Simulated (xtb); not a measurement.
xtb input (GFN2-xTB):

```bash
xtb mol.xyz --gfn 2 --ohess tight --chrg 1 --uhf 0
```
mol.xyz:
```
3

Ag     0.00277503    -0.03996664    -1.79636268
C     -0.00781875    -0.00253264     0.34163747
O     -0.01560120     0.03520607     1.48565014
```

End of the output:

```
       2    174.03    -0.71301 ( 99.32%)    -0.68684 (  0.68%)    -0.71284
       3    204.53    -0.62372 ( 99.64%)    -0.63904 (  0.36%)    -0.62377
   ------------------------------------------------------------------------
Note: The following floating-point exceptions are signalling: IEEE_DENORMAL
normal termination of xtb

   temp. (K)  partition function   enthalpy   heat capacity  entropy
                                   cal/mol     cal/K/mol   cal/K/mol   J/K/mol
 298.15  VIB   4.94                 1103.792      5.571      6.875
         ROT  0.230E+04              592.502      1.987     17.369
         INT  0.114E+05             1696.293      7.558     24.244
         TR   0.153E+28             1481.254      4.968     40.613
         TOT                        3177.5471    12.5265    64.8573   271.3631

       T/K    H(0)-H(T)+PV         H(T)/Eh          T*S/Eh         G(T)/Eh
   ------------------------------------------------------------------------
    298.15    0.506374E-02    0.115893E-01    0.308158E-01   -0.192265E-01
   ------------------------------------------------------------------------

         :::::::::::::::::::::::::::::::::::::::::::::::::::::
         ::                  THERMODYNAMIC                  ::
         :::::::::::::::::::::::::::::::::::::::::::::::::::::
         :: total free energy          -9.600331733727 Eh   ::
         ::.................................................::
         :: total energy               -9.581105199113 Eh   ::
         :: zero point energy           0.006525535174 Eh   ::
         :: G(RRHO) w/o ZPVE           -0.025752069788 Eh   ::
         :: G(RRHO) contrib.           -0.019226534614 Eh   ::
         :::::::::::::::::::::::::::::::::::::::::::::::::::::

optimized geometry written to: xtbopt.xyz

           -------------------------------------------------
          | TOTAL ENERGY               -9.581105199113 Eh   |
          | TOTAL ENTHALPY             -9.569515920254 Eh   |
          | TOTAL FREE ENERGY          -9.600331733727 Eh   |
          | GRADIENT NORM               0.000254785561 Eh/α |
          | HOMO-LUMO GAP               3.059144818273 eV   |
           -------------------------------------------------

------------------------------------------------------------------------
------------------------------------------------------------------------
 total:
 SCF:
 ANC optimizer:
 analytical hessian:
```
